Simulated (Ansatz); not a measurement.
H5InO3Si (`[OH][In]([OH])[O][SiH3]`) at its PBE0-D4/def2-TZVP geometry, where that method's forces vanish. Total charge 0; spin multiplicity 1. In takes the def2 core potential.

```csv
atom,x (Å),y (Å),z (Å)
O1,-1.2185,-1.3476,-1.4828
In2,0.5416,-1.0032,-0.6594
O3,2.1327,-2.0785,-1.0488
O4,0.7254,0.4862,0.6148
Si5,-0.3058,1.5944,1.2156
H6,-1.8828,-0.7236,-1.1767
H7,1.9434,-2.7782,-1.6800
H8,-1.6788,1.4124,0.6464
H9,-0.4060,1.4684,2.6945
H10,0.1488,2.9696,0.8763
```

Task: For each bond, give half the difference of the two atoms' forces along it (eV/Å; positive pushes the atoms apart) under PBE-D4, r2SCAN-D4, B3LYP-D4, ωB97M-V in def2-TZVPP. (Best estimate.)

Result: The calculation gave: 
```csv
bond,length (Å),PBE-D4,r2SCAN-D4,B3LYP-D4,ωB97M-V
O1–In2,1.973,0.18,0.07,0.16,-0.01
O1–H6,0.961,0.41,0.04,-0.03,-0.06
In2–O3,1.960,0.20,0.08,0.13,0.01
In2–O4,1.969,0.07,0.06,0.08,-0.01
O3–H7,0.961,0.42,0.05,-0.02,-0.07
O4–Si5,1.629,0.33,0.04,0.10,0.14
Si5–H8,1.497,-0.02,-0.04,-0.08,-0.10
Si5–H9,1.488,0.03,-0.02,-0.10,-0.14
Si5–H10,1.488,0.03,-0.02,-0.10,-0.15
```

B3LYP here is the variant with VWN-RPA as its local correlation; programs differ in this.

Program: Ansatz 0.2.0.
